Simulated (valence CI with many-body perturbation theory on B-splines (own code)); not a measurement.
Results of a calculation; reference values are marked as such.
**I13+ in three bases**

Method: configuration interaction combined with many-body perturbation theory (CI+MBPT): four valence electrons over a frozen Dirac-Fock core [Kr], a basis of 7 s, 7 p, 8 d, 6 f, 4 g, 1 h functions for each j, with the one-electron correlation potential Σ1, the two-electron term Σ2, the three-electron term Σ3, Breit, model QED; selected CI, second order for the rest, scaled by the run's own slope (own B-spline code, finite nucleus).

No measured levels were compared; by estimate terms of the open shell hold to 2 to 4 % of their energy, and close levels can change places. Only levels of the ground parity were solved; by the run's estimate the other parity begins above the list, which can be wrong where configurations are misplaced.

The reference run has the lowest level 4d4 5D_0 and an ionisation energy of 307.786 eV. Its largest variational space holds 19971 state functions.

Names give the largest LS component (configuration and term), which can be under half, so a name can repeat, a term be missing and a line seem to break the LS rules; names also repeat where a configuration has a term twice. Letters in brackets count levels of one name in rising energy.

Changed runs:
A. basis 6 s, 6 p, 5 d, 5 f, 1 g
B. basis 5 s, 5 p, 4 d, 4 f

Excitation energies of the reference run in cm⁻¹, and shifts in cm⁻¹:

| Level | Reference | A | B |
| --- | --- | --- | --- |
| 4d4 5D_1 | 6255 | -79 | -182 |
| 4d4 5D_2 | 12289 | -108 | -238 |
| 4d4 5D_3 | 17432 | -101 | -201 |
| 4d4 5D_4 | 21474 | -50 | -61 |
| 4d4 3P_0 [a] | 34699 | +220 | +611 |
| 4d4 3H_4 | 36594 | +162 | +742 |
| 4d4 3G_3 | 44019 | +187 | +890 |
| 4d4 3H_5 | 45159 | +146 | +813 |
| 4d4 3F_2 [a] | 46546 | +252 | +1017 |
| 4d4 3P_1 [a] | 47018 | +232 | +865 |
| 4d4 3H_6 | 49189 | +174 | +895 |
| 4d4 3G_4 | 53645 | +166 | +849 |
| Ionisation energy (eV) | 307.786 | -0.049 | -0.112 |
